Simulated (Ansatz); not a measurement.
Consider the redistribution: `[SiH3][O][GaH][SH]` + `C#[C][GeH3]` → `C#[C][GaH][SH]` + `[SiH3][O][GeH3]`.

Calculated with Ansatz (gas phase, PBE0-D4/def2-TZVP geometries, no zero-point term in ΔE). CBS: MP2 limit from def2 TZ/QZ plus the TZ coupled-cluster correction, frozen cores. Functionals use def2-TZVPP. B3LYP here is the variant with VWN-RPA as its local correlation; programs differ in this. For Ga, Ge outer-core shells are correlated without core-valence functions, which leaves a few kJ/mol of doubt a bond. Scalar relativity is left out up to krypton. One conformer a species, not always the lowest.

(1) Is it downhill or uphill in electronic energy at CCSD(T)/CBS, and by how much? (Estimate.)

(2) What do these levels give: PBE-D4, revPBE-D4, r2SCANh-D4, ωB97X-V, PBE, r2SCAN, B3LYP, CCSD(T)/def2-SVP, CCSD/def2-TZVPP, HF/def2-QZVPP, MP2/def2-QZVPP, SCS-MP2/def2-QZVPP? (An estimate is asked.)

Largest T1 diagnostic among the species: 0.014.

Results:

(1) Ansatz gave: Uphill: ΔE = +21.0 kJ/mol.

(2) The calculation gave: PBE-D4 23.2, revPBE-D4 22.0, r2SCANh-D4 21.5, ωB97X-V 19.9, PBE 22.0, r2SCAN 21.5, B3LYP 19.0, CCSD(T)/def2-SVP 23.6, CCSD/def2-TZVPP 20.6, HF/def2-QZVPP 11.9, MP2/def2-QZVPP 21.6, SCS-MP2/def2-QZVPP 19.6 kJ/mol.

Leaving LDA and LC-ωPBE aside and taking each functional with its dispersion term where it has one, the values, not all of them listed here, spread over 3.7 kJ/mol, from BHLYP-D4 to PBE-D4. LDA lies +5.8 kJ/mol from PBE without D4. In def2-TZVPP, CCSD(T) changes the Hartree–Fock value by +9.2 kJ/mol (the triples alone add +0.9 kJ/mol) and MP2 by +9.7 kJ/mol.
